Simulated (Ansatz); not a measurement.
Cost and result for the atomization energy of CH7NOSi (`N[SiH2]CO`) (11 atoms, 10 bonds).

Cartesian coordinates in Å:
```
N 0.4437 1.4544 -0.3678
Si 0.0720 -0.1606 -0.8742
C -0.5605 -1.0180 0.6795
O 0.2644 -0.6824 1.7839
H 1.2581 1.9071 -0.7508
H -0.2997 2.1246 -0.2437
H 1.3570 -0.7429 -1.3401
H -0.9413 -0.2565 -1.9666
H -1.6111 -0.7466 0.8699
H -0.5413 -2.1060 0.5621
H 0.5588 0.2271 1.6477
```

Charge 0, multiplicity 1. The geometry is a stationary point of PBE0-D4/def2-TZVP. It is one conformer, not always the lowest. Program: Ansatz. All runs use 2 threads of an Arm Neoverse V1 on a shared host. Times are those of one run each, without the atoms' runs, and a repeat can differ threefold. Electronic energies, without spin–orbit coupling; frozen cores. CCSD(T)/CBS adds CCSD(T) − MP2 in def2-TZVPP to the MP2 limit, and its time is that of the two runs behind it. T1 = 0.011. HSE06 is the plane-wave form, built on full-range PBE exchange.

CCSD(T)/CBS is a level of theory with its own doubt, some kJ/mol a heavy atom from the limit and from the frozen cores, so smaller differences don't rank the functionals.

```json
{"level": "LDA (SPW92)/def2-TZVPP", "functions": "233", "wall time": "1.7 s", "atomization (kcal/mol)": "1044.7", "difference from CCSD(T)/CBS": "128.1", "per bond": "12.8"}
{"level": "BLYP-D4/def2-TZVPP", "functions": "233", "wall time": "3 s", "atomization (kcal/mol)": "914.8", "difference from CCSD(T)/CBS": "-1.8", "per bond": "-0.2"}
{"level": "PBE0-D4/def2-TZVPP", "functions": "233", "wall time": "4.1 s", "atomization (kcal/mol)": "909.9", "difference from CCSD(T)/CBS": "-6.7", "per bond": "-0.7"}
{"level": "HSE06-D4/def2-TZVPP", "functions": "233", "wall time": "4.3 s", "atomization (kcal/mol)": "910.6", "difference from CCSD(T)/CBS": "-6.0", "per bond": "-0.6"}
{"level": "CCSD(T)/def2-SVP", "functions": "95", "wall time": "5.5 s", "atomization (kcal/mol)": "850.7", "difference from CCSD(T)/CBS": "-65.9", "per bond": "-6.6"}
{"level": "r2SCAN-D4/def2-TZVPP (with forces)", "functions": "233", "wall time": "7.5 s", "atomization (kcal/mol)": "912.0", "difference from CCSD(T)/CBS": "-4.6", "per bond": "-0.5"}
{"level": "r2SCANh-D4/def2-TZVPP", "functions": "233", "wall time": "7.5 s", "atomization (kcal/mol)": "906.2", "difference from CCSD(T)/CBS": "-10.4", "per bond": "-1.0"}
{"level": "B2PLYP/def2-TZVPP", "functions": "233", "wall time": "7.5 s", "atomization (kcal/mol)": "904.5", "difference from CCSD(T)/CBS": "-12.1", "per bond": "-1.2"}
{"level": "PBE-QIDH/def2-TZVPP", "functions": "233", "wall time": "8 s", "atomization (kcal/mol)": "902.3", "difference from CCSD(T)/CBS": "-14.3", "per bond": "-1.4"}
{"level": "B97M-V/def2-TZVPP", "functions": "233", "wall time": "14 s", "atomization (kcal/mol)": "913.4", "difference from CCSD(T)/CBS": "-3.2", "per bond": "-0.3"}
{"level": "MP2/def2-QZVPP", "functions": "451", "wall time": "33 s", "atomization (kcal/mol)": "914.2", "difference from CCSD(T)/CBS": "-2.4", "per bond": "-0.2"}
{"level": "CCSD(T)/def2-TZVPP", "functions": "233", "wall time": "7.9 min", "atomization (kcal/mol)": "889.4", "difference from CCSD(T)/CBS": "-27.2", "per bond": "-2.7"}
{"level": "CCSD(T)/CBS(def2)", "functions": "–", "wall time": "8.5 min", "atomization (kcal/mol)": "916.6", "difference from CCSD(T)/CBS": "0.0", "per bond": "0.0"}
```

From r2SCAN to r2SCAN0 (25 % exact exchange), in def2-TZVPP and without D4, the atomization energy moves by −14.2 kcal/mol: exact exchange takes away binding that semilocal exchange gives to molecules. At CCSD(T), def2-SVP lies −65.8 kcal/mol from the extrapolated value and def2-TZVPP −27.1 kcal/mol: correlation converges slowly with the basis, and small sets miss more of it in the bonded molecule than in its fragments. The D4 term adds +7.2 kcal/mol with B3LYP and +3.8 kcal/mol with PBE0; it sums over pairs of atoms, weighted by their polarisabilities, and B3LYP, whose exchange is more repulsive, gets the larger term.

B3LYP here is the variant with VWN-RPA as its local correlation; programs differ in this.
